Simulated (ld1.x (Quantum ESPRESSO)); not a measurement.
u(r) = r·R(r): atom against pseudo-atom (fluorine (F))

Columns: radius, all-electron u(r) and pseudo u(r) of the 2s shell (level -67.75 eV) of fluorine in the configuration [He] 2s2 2p3; PBEsol, scalar-relativistic, PAW scheme, ld1.x (Quantum ESPRESSO) 7.5.

| r (bohr) | all-electron | pseudo |
| --- | --- | --- |
| 0.062 | 0.4554 | -0.1244 |
| 0.125 | 0.4483 | -0.2506 |
| 0.188 | 0.2385 | -0.3760 |
| 0.250 | -0.0318 | -0.4976 |
| 0.312 | -0.2997 | -0.6156 |
| 0.375 | -0.5387 | -0.7289 |
| 0.438 | -0.7325 | -0.8325 |
| 0.500 | -0.8769 | -0.9211 |
| 0.562 | -0.9786 | -0.9931 |
| 0.625 | -1.0435 | -1.0460 |
| 0.688 | -1.0760 | -1.0761 |
| 0.750 | -1.0826 | -1.0826 |
| 0.812 | -1.0693 | -1.0693 |
| 0.875 | -1.0403 | -1.0403 |
| 0.938 | -1.0000 | -1.0000 |
| 1.000 | -0.9526 | -0.9526 |
| 1.062 | -0.9001 | -0.9001 |
| 1.125 | -0.8439 | -0.8439 |
| 1.188 | -0.7865 | -0.7865 |
| 1.250 | -0.7301 | -0.7301 |
| 1.312 | -0.6748 | -0.6748 |
| 1.375 | -0.6205 | -0.6205 |
| 1.438 | -0.5685 | -0.5685 |
| 1.500 | -0.5200 | -0.5200 |
| 1.562 | -0.4744 | -0.4744 |
| 1.625 | -0.4311 | -0.4311 |

How many radial nodes do the two functions have?

The all-electron 2s function has n − l − 1 = 1; the pseudo-wave has 0, since the states of the same l below it are removed with the core.

At about which radius was the pseudo-wave matched?

0.70 bohr, where the columns begin to agree (steps of 0.06 bohr).

Where does each function peak?

Outermost all-electron maximum near 0.75 bohr, pseudo maximum near 0.75 bohr (to the table’s step).

Is the pseudo-wave norm-conserving?

No, it belongs to a PAW set: the norm inside the radius is not constrained, and the difference is carried by the augmentation charge.
